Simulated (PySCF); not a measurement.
# Ag: electron affinity

Ag⁻ [Kr] 4d10 5s2 (1S) → Ag [Kr] 4d10 5s1 (2S), as a difference of total energies. Calculation: PySCF 2.14, in def2-TZVPPD with the def2 core potential (28 electrons) (6s4p3d2f1g, 56 functions); scalar relativity through the core potential. Correlated levels: valence: 4s2 4p6 frozen. The calculations carry no spin-orbit coupling.

Order these methods by the electron affinity they give, lowest first.
A. UHF
B. CCSD (valence)
C. CCSD(T) (valence)
D. MP2 (valence)

A (-0.141 eV), D (0.851 eV), B (0.880 eV), C (0.985 eV).

Errors of the correlated levels include the incompleteness of this basis and the frozen core.

A negative affinity means that the anion lies above the atom at that level of theory.

For comparison: 1.304 eV (measured; photodetachment measurements, as compiled on the Wikipedia data page of electron affinities).
